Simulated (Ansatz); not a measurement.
Cartesian coordinates in Å:
```
O 1.3370 0.6867 0.7119
Ru 0.0000 0.0000 0.0000
O 0.4833 -1.1982 -1.0471
O -0.9799 -0.6524 1.1747
O -0.8404 1.1640 -0.8395
```

Total charge 0; spin multiplicity 1. Ru takes the def2 core potential.

(1) List the r2SCAN/def2-TZVPP orbital energies in eV (Ansatz). (Estimate.)

Results:

(1) Computed: Occupied: -518.38, -518.38, -518.38, -518.38, -87.84, -56.56, -56.56, -56.56, -26.61, -26.32, -26.32, -26.32, -14.03, -14.03, -13.95, -13.95, -13.95, -10.95, -10.02, -10.02, -10.02, -9.29, -9.29, -9.29. Lowest empty: -5.58, -5.58, -3.16, -3.16, -3.16, -0.03, 1.56, 1.56.
